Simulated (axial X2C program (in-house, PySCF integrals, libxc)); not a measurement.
# N or C: which binds elements of chip processing more strongly?

Computed with an in-house all-electron X2C program for linear molecules (integrals from PySCF), spin-free (one-electron X2C) or two-component (2c: spin–orbit coupling with atomic mean-field Coulomb and Gaunt terms, which also bring small scalar terms), in Dyall basis sets with cores contracted in-house; open shells are unrestricted.

Level PBE0, spin-free. Dyall triple-zeta sets: BN v3z/av3z; BC v3z/v3z; PN v3z/av3z; PC v3z/v3z; GaN cv3z/av3z; GaC cv3z/v3z; AsN cv3z/av3z; AsC cv3z/v3z; InN cv3z/av3z; InC cv3z/v3z; SnN cv3z/av3z; SnC cv3z/v3z; SbN cv3z/av3z; SbC cv3z/v3z.

Diatomic bonds are a first guide to the radicals met in plasma etching, cleaning and deposition, though surfaces and higher halides or oxides behave in their own way.

```tsv
element M	state of MN	Re MN (Å)	D0 MN (eV)	state of MC	Re MC (Å)	D0 MC (eV)
B	M_S = 1, Λ = 1	1.315	4.59	M_S = 3/2, Λ = 0	1.478	4.63
P	M_S = 0, Λ = 0	1.485	5.78	M_S = 1/2, Λ = 0	1.555	5.16
Ga	M_S = 1, Λ = 0	1.996	2.22	M_S = 3/2, Λ = 0	1.994	3.26
As	M_S = 0, Λ = 0	1.597	4.54	M_S = 1/2, Λ = 0	1.660	4.29
In	M_S = 1, Λ = 0	2.210	1.89	M_S = 3/2, Λ = 0	2.200	2.94
Sn	M_S = 1/2, Λ = 1	1.956	2.53	M_S = 1, Λ = 1	2.008	3.09
Sb	M_S = 0, Λ = 0	1.803	3.13	M_S = 1/2, Λ = 0	1.877	3.31
```

Question: Work out the energy at 0 K of MN + C → MC + N for each element.

Answer: ΔE = D0(MN) − D0(MC) at PBE0, spin-free: B -0.04, P 0.62, Ga -1.04, As 0.25, In -1.05, Sn -0.56, Sb -0.18 eV (negative: the exchange gives off energy).

Question: For which element is the exchange to C most and for which least favourable, and what is the energy of InN + PC → InC + PN?

Answer: In most (-1.05 eV; too close to rank against Ga), P least (0.62 eV). The atoms cancel in the double exchange: ΔE = -1.05 − (0.62) = -1.67 eV, a figure less sensitive to errors in the atoms than D0 itself.

Each entry is the lowest single determinant of a limited PBE0 search at one distance. D0 = De minus the zero-point energy; De goes to single-determinant-based atoms at the same level (for ions the charge split of lowest energy) and is withheld (n/a) where an atom does not fit its ground term or J level. Main or longest-lived isotopes. One determinant is a doubtful description, or other states lie close, for BN, BC, PC, GaN, AsC, InN, SnN, SnC, SbC; these need not be ground states, and all values refer to the states named. The functionals have no current term, which raises determinants with orbital currents. These D0 were not checked against measured values; triple-zeta sets, frozen cores and single determinants leave errors of some tenths of an eV, more for transition metals.
